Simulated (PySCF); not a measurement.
## Cost of excited-state runs on SMILES FC(F)CBr, C₂H₃BrF₂

Molfile (atoms numbered from 1):
```
C2H3BrF2
     RDKit          3D

  8  7  0  0  0  0  0  0  0  0999 V2000
    0.2436   -0.1971    1.7704 F   0  0  0  0  0  0  0  0  0  0  0  0
   -0.2415    0.3569    0.6277 C   0  0  0  0  0  0  0  0  0  0  0  0
    0.2283    1.6215    0.5613 F   0  0  0  0  0  0  0  0  0  0  0  0
    0.2594   -0.4614   -0.5335 C   0  0  0  0  0  0  0  0  0  0  0  0
   -0.5252    0.1429   -2.1883 Br  0  0  0  0  0  0  0  0  0  0  0  0
   -1.3324    0.3957    0.6959 H   0  0  0  0  0  0  0  0  0  0  0  0
   -0.0204   -1.5035   -0.3988 H   0  0  0  0  0  0  0  0  0  0  0  0
    1.3403   -0.3659   -0.6154 H   0  0  0  0  0  0  0  0  0  0  0  0
  1  2  1  0
  2  3  1  0
  2  4  1  0
  4  5  1  0
  2  6  1  0
  4  7  1  0
  4  8  1  0
M  END
```

PySCF with density fitting, on 1 thread of an Intel Xeon Platinum 8259CL, shared host. Command: `OMP_NUM_THREADS=1 python excited_run.py task.json out`

Question: How long does each of these runs take, and how much memory?
- first hyperpolarisability, CAM-B3LYP/aug-cc-pVTZ; writes grids
- excited states, CAM-B3LYP/def2-TZVPD; Tamm-Dancoff; spin-orbit couplings; 6 states; 5 triplets; quadratic response for 4 states; writes grids
- excited states, CAM-B3LYP/aug-cc-pVTZ; two-photon moments; 8 states; quadratic response for 6 states; 0 triplets

Answer: 
```tsv
run	level	basis functions	wall time	peak memory (GiB)
first hyperpolarisability	CAM-B3LYP/aug-cc-pVTZ	312	61 s	1.2
excited states	CAM-B3LYP/def2-TZVPD	238	51 s	0.94
excited states	CAM-B3LYP/aug-cc-pVTZ	312	74 s	1.2
```
Times from a shared host are rough.
